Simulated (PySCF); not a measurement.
Selenium: highly charged ions in a basis for the neutral atom

Se¹⁶⁺ [Ar], Se¹⁷⁺ [Ne] 3s2 3p5. Computed with PySCF 2.14 in cc-pVTZ-PP with ECP10MDF (5s4p3d1f, 39 functions), with a scalar-relativistic core potential. No spin-orbit coupling, so a gap to NIST mixes the basis error with missing relativistic terms.

Changed run: basis of the neutral atom used for a highly charged ion. This setting is unsound on purpose.

```json
{"species": "Se¹⁶⁺", "method": "UHF", "sound run (hartree)": "not run", "changed run (hartree)": "-240.65781", "converged": "yes"}
{"species": "Se¹⁶⁺", "method": "MN15", "sound run (hartree)": "not run", "changed run (hartree)": "-240.33080", "converged": "yes"}
{"species": "Se¹⁶⁺", "method": "B3LYP", "sound run (hartree)": "not run", "changed run (hartree)": "-240.95386", "converged": "yes"}
{"species": "Se¹⁷⁺", "method": "UHF", "sound run (hartree)": "not run", "changed run (hartree)": "-216.49630", "converged": "yes"}
{"species": "Se¹⁷⁺", "method": "MN15", "sound run (hartree)": "not run", "changed run (hartree)": "-216.21861", "converged": "yes"}
{"species": "Se¹⁷⁺", "method": "B3LYP", "sound run (hartree)": "not run", "changed run (hartree)": "-216.76336", "converged": "yes"}
```

Ionisation energy of Se¹⁶⁺:

```tsv
method	changed run (eV)	NIST (eV)
UHF	657.47	650.5 ± 2.1
MN15	656.13	650.5 ± 2.1
B3LYP	658.26	650.5 ± 2.1
```

The contracted functions were made for the neutral atom and can be too rigid for a highly charged ion.
